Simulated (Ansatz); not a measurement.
`FCO[SiH2]Cl`. The species carries charge 0 and has multiplicity 1. The structure was optimised at the PBE0-D4/def2-TZVP level. It is one conformer, not always the lowest.

```xyz
9

F    -1.508    1.064    0.712
C    -1.330    0.174   -0.319
O    -0.032    0.221   -0.774
Si    1.325   -0.067    0.107
Cl    1.136   -1.848    1.108
H    -1.990    0.472   -1.137
H    -1.583   -0.820    0.064
H     2.416   -0.177   -0.878
H     1.565    0.981    1.117
```

Q: What is the dipole moment at PBE/def2-TZVPP? (An estimate is asked.)

A: Ansatz gave: 0.97 D, with components (-0.18, -0.12, -0.94) D in this frame, pointing from negative to positive charge.

Q: And with r2SCAN, B3LYP, ωB97M-V? (Best estimate.)

A: The calculation gave: r2SCAN 1.01 D, B3LYP 1.02 D, ωB97M-V 1.01 D.

Q: Give the Mulliken charges with PBE, r2SCAN, ωB97M-V in def2-TZVPP. (An estimate is asked.)

A: Computed: 
```
atom    PBE  r2SCAN  ωB97M-V
  F1  -0.20   -0.23    -0.22
  C2   0.13    0.28     0.14
  O3  -0.28   -0.37    -0.35
 Si4   0.48    0.59     0.45
 Cl5  -0.22   -0.25    -0.22
  H6   0.10    0.06     0.12
  H7   0.09    0.06     0.11
  H8  -0.05   -0.06    -0.02
  H9  -0.05   -0.06    -0.02
```

B3LYP here is the variant with VWN-RPA as its local correlation; programs differ in this.
